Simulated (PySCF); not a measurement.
Correlation energy of Pb⁺ (lead, charge +1)

[Xe] 4f14 5d10 6s2 6p1, 2P determinant. All numbers are calculated (PySCF 2.14, a scalar-relativistic core potential, in def2-TZVP with the def2 core potential (60 electrons) (6s5p3d2f, 50 functions)). Frozen: 5s2 5p6 5d10; 3 electrons correlated.

MP2 pair energies summed by pair of shells (mhartree):

```json
{"pair": "6s-6s", "energy": "-15.71", "share (%)": "57.4"}
{"pair": "6s-6p", "energy": "-11.67", "share (%)": "42.6"}
```

Total MP2 correlation energy: -27.38 mhartree.

Same-spin part -2.13 and opposite-spin part -25.25 mhartree; SCS-MP2 scales them by 1/3 and 6/5 to -31.01 mhartree.

```tsv
level	correlation energy (mhartree)
CCSD	-36.21
(T)	-0.41
CCSD(T)	-36.62
```

Diagnostics: T1 = 0.0072, D1 = 0.0167, largest double amplitude 0.071.

Spin-orbit coupling, absent here, splits the open shell strongly.

Cost of the coupled-cluster step: 0.76 s of wall time on 1 thread of AMD EPYC 7R43 64-Core Processor (shared host), for 3 correlated electrons.
